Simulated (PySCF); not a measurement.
WO2(CH2SiH3)2, C₂H₁₀O₂Si₂W (singlet state).
Bonds: W1–O2, W1–O3, W1–C4, W1–C11, C4–Si5, C11–Si12. Hydrogens: H6, H7 on C4; H8, H9, H10 on Si5; H13, H14 on C11; H15, H16, H17 on Si12.

Method: PySCF, PBE0-D3(BJ)/def2-SVP geometry optimisation, gas phase, def2 core potentials past Kr; density fitting, grid level 1; the optimiser is geomeTRIC in internal coordinates, started from a GFN2-xTB structure with every atom displaced at random (about 0.03 Å).

Step 3: E = -23891.2284 eV
```
atom  x, y, z in Å  |  force x, y, z in eV/Å
W1      0.2297   -0.0648   -0.0529   -0.679   0.147  -0.337
O2      0.4507   -0.1192    1.6288    0.093   0.028   0.495
O3      1.7245   -0.1333   -0.8586    0.280   0.076  -0.203
C4     -0.6589    1.8165   -0.4504    0.622   0.028   0.174
Si5     0.4823    3.2420    0.1419   -0.102  -0.413  -0.156
H6     -0.8393    1.9338   -1.5327   -0.138  -0.018  -0.028
H7     -1.5932    1.8898    0.1295   -0.185  -0.027  -0.082
H8      0.7086    3.0262    1.5969    0.044   0.134   0.077
H9      1.7855    3.1401   -0.5886   -0.091   0.110   0.046
H10    -0.1422    4.5816   -0.0899   -0.007  -0.037  -0.023
C11    -0.8388   -1.8221   -0.5366    0.400  -0.075   0.235
Si12    0.1135   -3.1643    0.4310    0.204   0.053  -0.205
H13    -1.8758   -1.8346   -0.1710   -0.182   0.136  -0.167
H14    -0.7653   -2.0505   -1.6134   -0.189   0.072  -0.012
H15     1.5042   -2.6417    0.5874    0.062  -0.226   0.115
H16    -0.5086   -3.3476    1.7718   -0.020  -0.046  -0.008
H17     0.1945   -4.4525   -0.3329   -0.115   0.057   0.080
```

Step 4: E = -23891.2883 eV
```
atom  x, y, z in Å  |  force x, y, z in eV/Å
W1      0.2412   -0.0635   -0.0447   -0.255   0.064   0.240
O2      0.4795   -0.1177    1.6418    0.018   0.021   0.097
O3      1.7336   -0.1139   -0.8551    0.271   0.017  -0.222
C4     -0.6311    1.8065   -0.4355    0.233   0.092   0.136
Si5     0.4735    3.2593    0.1353   -0.113  -0.217  -0.047
H6     -0.8192    1.9007   -1.5207   -0.095   0.031   0.011
H7     -1.5781    1.8601    0.1354   -0.041   0.014  -0.128
H8      0.7172    3.1229    1.6009    0.007   0.034  -0.010
H9      1.7714    3.2123   -0.5986   -0.010   0.024   0.001
H10    -0.1949    4.5686   -0.1282   -0.047   0.015  -0.031
C11    -0.8218   -1.8159   -0.5238    0.218  -0.128   0.201
Si12    0.1013   -3.2001    0.4222    0.110   0.126  -0.145
H13    -1.8679   -1.7848   -0.1721   -0.031   0.046  -0.125
H14    -0.7658   -2.0131   -1.6074   -0.135   0.009  -0.031
H15     1.5114   -2.7460    0.6057    0.038  -0.120   0.070
H16    -0.5296   -3.3985    1.7572   -0.035  -0.019  -0.014
H17     0.1508   -4.4774   -0.3520   -0.133  -0.009  -0.003
```

Step 5: E = -23891.3336 eV
```
atom  x, y, z in Å  |  force x, y, z in eV/Å
W1      0.2844   -0.0608   -0.0183    0.322   0.052   0.229
O2      0.5488   -0.1172    1.6658   -0.022   0.009  -0.033
O3      1.7743   -0.1006   -0.8468   -0.072  -0.014  -0.032
C4     -0.5899    1.8025   -0.4079   -0.055  -0.102  -0.001
Si5     0.4476    3.2972    0.1221   -0.090   0.107  -0.023
H6     -0.7909    1.8713   -1.4943   -0.019   0.045   0.020
H7     -1.5503    1.8303    0.1424   -0.021   0.047  -0.043
H8      0.7107    3.2560    1.5901   -0.009  -0.044  -0.016
H9      1.7364    3.3159   -0.6226    0.047  -0.032  -0.020
H10    -0.2985    4.5551   -0.1918   -0.019   0.010  -0.001
C11    -0.7822   -1.8079   -0.4952    0.106  -0.017   0.022
Si12    0.0776   -3.2568    0.4066    0.021   0.057  -0.041
H13    -1.8331   -1.7115   -0.1653    0.014  -0.069   0.014
H14    -0.7568   -1.9625   -1.5881   -0.025  -0.039  -0.010
H15     1.5153   -2.9267    0.6358   -0.003   0.012   0.006
H16    -0.5784   -3.4728    1.7278   -0.037   0.004  -0.017
H17     0.0565   -4.5119   -0.4001   -0.138  -0.025  -0.053
```

Step 6: E = -23891.3561 eV
```
atom  x, y, z in Å  |  force x, y, z in eV/Å
W1      0.3365   -0.0558    0.0096    0.360   0.001   0.293
O2      0.6201   -0.1141    1.6923   -0.056   0.015  -0.144
O3      1.8189   -0.0997   -0.8327   -0.111  -0.002  -0.009
C4     -0.5613    1.7944   -0.3877   -0.184  -0.166  -0.052
Si5     0.4195    3.3294    0.1067   -0.049   0.197  -0.020
H6     -0.7692    1.8470   -1.4744    0.022   0.023   0.008
H7     -1.5307    1.8075    0.1498    0.030   0.032  -0.005
H8      0.6914    3.3359    1.5735   -0.008  -0.044  -0.013
H9      1.7030    3.3823   -0.6472    0.040  -0.031  -0.008
H10    -0.3828    4.5452   -0.2387    0.010   0.008   0.018
C11    -0.7432   -1.7944   -0.4696    0.030   0.087  -0.084
Si12    0.0551   -3.2925    0.3921   -0.017  -0.043   0.024
H13    -1.7937   -1.6678   -0.1452    0.039  -0.087   0.068
H14    -0.7369   -1.9267   -1.5666    0.032  -0.038   0.003
H15     1.5057   -3.0549    0.6510   -0.006   0.057  -0.025
H16    -0.6264   -3.5158    1.7002   -0.022   0.002  -0.015
H17    -0.0345   -4.5205   -0.4527   -0.111  -0.010  -0.038
```

Problem. Estimate the geometry and energy of step 7. (The exact step hangs on the optimiser's Hessian estimate; all steps are aligned on step 6, rigid shifts and turns removed.)

Solution. E = -23891.3803 eV, largest force 0.260 eV/Å
```
atom  x, y, z in Å  |  force x, y, z in eV/Å
W1      0.4345   -0.0474    0.0638    0.201   0.009   0.112
O2      0.7442   -0.1052    1.7407   -0.054   0.021  -0.062
O3      1.9014   -0.0938   -0.8048   -0.093   0.007   0.009
C4     -0.5194    1.7706   -0.3594   -0.204  -0.134  -0.091
Si5     0.3666    3.3754    0.0760    0.004   0.158  -0.021
H6     -0.7313    1.7924   -1.4472    0.063  -0.025  -0.001
H7     -1.4976    1.7600    0.1621    0.053  -0.001   0.058
H8      0.6456    3.4417    1.5396   -0.004  -0.016  -0.001
H9      1.6435    3.4727   -0.6884    0.012  -0.011   0.010
H10    -0.5134    4.5239   -0.3090    0.030   0.015   0.028
C11    -0.6745   -1.7613   -0.4242   -0.024   0.114  -0.158
Si12    0.0137   -3.3400    0.3673   -0.083  -0.130   0.068
H13    -1.7202   -1.6064   -0.0947    0.042  -0.047   0.093
H14    -0.6910   -1.8662   -1.5250    0.074  -0.007   0.012
H15     1.4737   -3.2421    0.6582    0.006   0.066  -0.057
H16    -0.7074   -3.5721    1.6535    0.007  -0.007  -0.007
H17    -0.1970   -4.5027   -0.5482   -0.032  -0.009   0.007
```

The energy changes by -0.0242 eV. The first-order estimate −F·Δx gives -0.0393 eV and the mean of the old and new forces, exact on a quadratic surface, -0.0237 eV. The step makes an angle of 83° with the force vector and moves no atom by more than 0.190 Å.

What follows is the cost of the whole optimisation. Hardware: an Intel Xeon at 2.70 GHz with one thread, shared host with 64 logical CPUs at a one-minute load of 63. Cost: 11 min, 0.74 GiB resident at most.
